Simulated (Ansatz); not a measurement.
Ansatz (an electronic-structure program) input (RPA@PBE/cc-pVQZ):

Ansatz 0.2 input:
```yaml
crystal:
  periodic: [false, false, false]
  atoms:
    - {symbol: C, position_ang: [3.78624038, -0.15644753, 0.03592515]}
    - {symbol: C, position_ang: [2.49301427, 0.48543951, 0.38373601]}
    - {symbol: C, position_ang: [1.19825351, -0.18143079, 0.07760554]}
    - {symbol: C, position_ang: [-0.02170482, 0.72821253, 0.24489776]}
    - {symbol: Ge, position_ang: [-1.72982848, -0.16761705, -0.16094697]}
    - {symbol: H, position_ang: [3.78780475, -0.52220739, -0.99679214]}
    - {symbol: H, position_ang: [4.62757414, 0.52727157, 0.15572591]}
    - {symbol: H, position_ang: [3.99177867, -1.03459170, 0.66832653]}
    - {symbol: H, position_ang: [2.48729024, 1.33970416, 1.05072155]}
    - {symbol: H, position_ang: [1.07692629, -1.07135904, 0.71910805]}
    - {symbol: H, position_ang: [1.23046115, -0.58234542, -0.94423039]}
    - {symbol: H, position_ang: [0.06625093, 1.60054172, -0.40636332]}
    - {symbol: H, position_ang: [-0.07584706, 1.10338024, 1.26970368]}
    - {symbol: H, position_ang: [-1.93159033, -1.37598772, 0.77549833]}
    - {symbol: H, position_ang: [-2.91314075, 0.80201853, 0.02180977]}
    - {symbol: H, position_ang: [-1.72781686, -0.67732145, -1.61619195]}
basis:
  gaussian:
    orbitals: cc-pVQZ
hamiltonian:
  xc: pbe
magnetization: {spin_polarized: true, initial_magnetization: 1}
correlation: {method: rpa, electrons: outside_noble_gas}
```

End of the output:

```
integrals: 6.47 GiB planned
3582 factors; integrals over basis functions are off by at most 1.1e-3 eV
0.88 GiB of the device are held for the grids
8.98 GiB of device memory are held for the factors and their scratch space
mean field: 9.24 GiB planned
mean field evaluation 1: about -60813.6763 eV, gradient 6.3e1 eV
mean field evaluation 2: about -60813.6664 eV, gradient 6.3e1 eV
mean field evaluation 4: about -60828.5161 eV, gradient 2.4e1 eV
mean field evaluation 8: about -60832.0939 eV, gradient 5.2e-1 eV
mean field evaluation 16: about -60832.0950 eV, gradient 5.8e-4 eV
mean field -60832.09498997 eV, -2235.5382574064 hartree, gradient 6.9e-6 eV, S^2 0.753696; 0 other end points of the search recorded, 0 dependent functions left out
18 core orbitals not correlated
reference -60769.30431530 eV, -2233.2307426735 hartree; 16, 15 occupied and 584, 585 virtual orbitals, 3582 factors
Total energy: -60810.38161523 eV, -2234.7403056027 hartree
```

It need not be the lowest isomer of its formula.
